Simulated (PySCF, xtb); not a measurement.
CH6FNO2Si. Atoms are numbered in the order given.

```xyz
12

C      2.1253     0.1862     0.8099
O      0.9655    -0.5877     0.6494
Si    -0.3839    -0.0584    -0.1293
N     -0.9498     1.4462     0.4181
O     -1.4841    -1.2651     0.0346
F     -0.0163     0.1864    -1.6881
H      1.8828     1.2361     1.0511
H      2.7454     0.1749    -0.1031
H      2.7215    -0.2314     1.6354
H     -1.2153     2.1564    -0.2527
H     -1.4582     1.5334     1.2888
H     -1.1089    -2.1467     0.1243
```

The structure is a stationary point at PBE0-D3(BJ)/def2-SVP. This is a generated structure with no PubChem entry under its InChIKey; it may be hypothetical. Other conformers were not sampled.

Computed with IEF-PCM-PBE0/def2-SVP run with PySCF 2.14.0.

The values are the electrostatic part of the solvation free energy, E(continuum) − E(gas) at the gas-phase geometry, in a cavity of scaled van der Waals radii (PySCF's table); cavitation and dispersion terms are not included. In vacuum the orbital gap is 9.09 eV. The dipole moment in vacuum is 1.70 D.

Computed values in water (ε = 78.36), N,N-dimethylformamide (ε = 37.22), ethylethanoate (ε = 5.99):
| solvent | ε | ΔG(elec) (kcal/mol) | dipole (D) | gap (eV) |
|---|---|---|---|---|
| water | 78.36 | -7.7 | 1.98 | 9.18 |
| N,N-dimethylformamide | 37.22 | -7.5 | 1.98 | 9.18 |
| ethylethanoate | 5.99 | -5.9 | 1.93 | 9.16 |

For comparison, GFN2-xTB/ALPB(water) (xtb, at the GFN2-xTB geometry, all terms of that model) gives -8.1 kcal/mol.
